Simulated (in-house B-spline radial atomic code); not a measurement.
Configurations of Sb⁸⁺, with energies counted from [Kr] 4d7. Computed with an all-electron radial atomic-structure program (B-spline basis): Dirac-Hartree-Fock, average of configuration, Fermi nucleus of rms radius 4.6802 fm. Energies include first-order Breit, QED and recoil terms.

Occupations are held fixed; configurations that lie above the ionisation limit could autoionise.

```json
{"configuration": "[Kr] 4d6 6p1", "E - E(ref) (eV)": "106.49", "highest orbital": "6p3/2", "its <r> (bohr)": "3.156"}
{"configuration": "[Kr] 4d6 5g1", "E - E(ref) (eV)": "119.56", "highest orbital": "5g7/2", "its <r> (bohr)": "2.994"}
{"configuration": "[Kr] 4d6 6g1", "E - E(ref) (eV)": "133.05", "highest orbital": "6g7/2", "its <r> (bohr)": "4.791"}
{"configuration": "[Kr] 4d6 8s1", "E - E(ref) (eV)": "135.01", "highest orbital": "8s1/2", "its <r> (bohr)": "6.365"}
{"configuration": "[Ar] 3d10 4s2 4p5 4d7 4f1", "E - E(ref) (eV)": "153.95", "highest orbital": "4f7/2", "its <r> (bohr)": "1.23"}
{"configuration": "[Ar] 3d10 4s2 4p5 4d7 5f1", "E - E(ref) (eV)": "189.73", "highest orbital": "5f7/2", "its <r> (bohr)": "2.715"}
{"configuration": "[Ar] 3d10 4s2 4p5 4d7 8s1", "E - E(ref) (eV)": "214.58", "highest orbital": "8s1/2", "its <r> (bohr)": "6.36"}
```

(1) Order these further configurations by energy, lowest first.
A. [Kr] 4d6 8f1
B. [Ar] 3d10 4s2 4p5 4d8
C. [Kr] 4d6 7g1
D. [Kr] 4d6 8g1
E. [Ar] 3d10 4s2 4p5 4d7 5g1

(2) How far above the reference does [Ar] 3d10 4s2 4p5 4d7 7s1 lie?

(3) How far above the reference does [Ar] 3d10 4s2 4p5 4d7 6f1 lie?

(4) How far above the reference does [Ar] 3d10 4s2 4p5 4d7 6s1 lie?

Answers

(1) B (79.477 eV), C (141.25 eV), A (144.55 eV), D (146.58 eV), E (199.13 eV).

(2) 202.15 eV; its least bound orbital is 7s1/2 with <r> = 4.466 bohr.

(3) 207.47 eV; its least bound orbital is 6f7/2 with <r> = 4.403 bohr.

(4) 179.38 eV; its least bound orbital is 6s1/2 with <r> = 2.904 bohr.
